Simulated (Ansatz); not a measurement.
Basis-set extrapolation for C6H15ClSi (`CC[Si](Cl)(CC)CC`) (PBE0-D4/def2-TZVP geometry, frozen core, Ansatz 0.2.0). Multiplicity 1, RHF reference.

|  | def2-TZVPP | def2-QZVPP |
| --- | --- | --- |
| HF | -984.574898 | -984.607577 |
| MP2 correlation | -1.376738 | -1.471756 |
| CCSD(T) correlation | -1.530489 | not run |

Energies in hartree. Use E(X) = E(∞) + A·exp(−7.88·√X) for Hartree–Fock and E(X) = E(∞) + B·X^(−2.97) for correlation, with X = 3 and 4, and add CCSD(T) minus MP2 of the smaller set to the MP2 limit.

Question: What is the CCSD(T) energy at the basis-set limit?

Answer: HF limit: -984.607577 + (-0.032679) × 0.13774 = -984.61208. MP2 limit: -1.471756 + (-0.095018) × 0.74074 = -1.54214. Higher-order term: -1.530489 − (-1.376738) = -0.15375. Total: -986.30797 hartree, 5.51 eV below CCSD(T)/def2-TZVPP.
